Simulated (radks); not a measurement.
Q: The mean radii <r> (bohr) of the occupied orbitals of an atom or ion are listed with their occupations. Method: scalar-relativistic Kohn-Sham, r2SCAN, spin-polarised, spherical densities, finite nucleus; meta-GGA in the generalised Kohn-Sham scheme; Fermi nuclear charge, rms radius of each element as measured or else 0.836 A^(1/3) + 0.57 fm; computed with a radial shooting solver on a logarithmic mesh with Libxc functionals.

orbital  occ.      <r>
1s down     1  0.02558
1s up       1  0.02558
2s up       1   0.1097
2s down     1   0.1097
2p up       3  0.09618
2p down     3  0.09617
3s up       1   0.2908
3s down     1   0.2908
3p up       3   0.2889
3p down     3   0.2888
3d up       5   0.2655
3d down     5   0.2655
4s up       1   0.6570
4s down     1   0.6574
4p up       3   0.6887
4p down     3   0.6895
4d up       5   0.7370
4d down     2   0.7390

Name the element and its charge. Open shells, if any, are filled with parallel spins first.

A: Z = 56, barium, charge +13: Ba13+ in [Kr] 4d7. The 1s radius gives Z: for a bare nucleus <r> = (2 gamma + 1)/(2Z) with gamma = sqrt(1 - (Z/c)^2), 0.02523 bohr for Z = 56, and screening makes it slightly larger (0.02558 here). The occupations add up to 43, and the charge is Z minus that.
